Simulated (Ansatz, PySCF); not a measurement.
Spin states of HOW (SMILES [OH][W]), each relaxed with B3LYP-D3(BJ)/def2-TZVP.
State 1 (charge 0, multiplicity 4):
```xyz
3

W     -0.95263    -0.66130    -0.82548
O      0.42184    -0.12135     0.28299
H      0.49762     0.83002     0.47217
```
State 2 (charge 0, multiplicity 6):
```csv
atom,x (Å),y (Å),z (Å)
W,-0.9961,-0.6968,-0.8631
O,0.4336,-0.0973,0.2951
H,0.5294,0.8415,0.4976
```

Singlets are restricted, other states unrestricted; no spin–orbit coupling, no relativity up to Kr; see below for the cores. The largest T1 diagnostic is 0.048.

Correlated levels freeze the inner cores; with def2 sets outer-core shells near the valence are correlated too.

Codes used: Ansatz (Gaussian orbitals); PySCF for the dispersion terms. Each number belongs to the level named beside it. In def2 rows elements past Kr take small-core potentials, without spin–orbit coupling.

PBE/def2-TZVPP gives -0.187 eV for the energy of the multiplicity-6 state less that of the multiplicity-4 state.

**Question.** Where do these levels fall relative to PBE: PBE-D3(BJ)/def2-TZVPP, r2SCAN/def2-TZVPP, PBE0/def2-TZVPP, wB97M-V/def2-TZVPP, B2PLYP/def2-TZVPP, CCSD(T)/def2-SVP.

**Answer.** PBE-D3(BJ)/def2-TZVPP 0.000; r2SCAN/def2-TZVPP -0.340; PBE0/def2-TZVPP -0.202; wB97M-V/def2-TZVPP 0.172; B2PLYP/def2-TZVPP 0.239; CCSD(T)/def2-SVP 0.116 eV. 3 of 6 lie above PBE; the widest gap is to r2SCAN/def2-TZVPP.

Doubts at one or more of the structures used: a spin-contaminated determinant (r2SCAN/def2-TZVPP, CCSD(T)/def2-SVP).

Ansatz is a first-principles code.
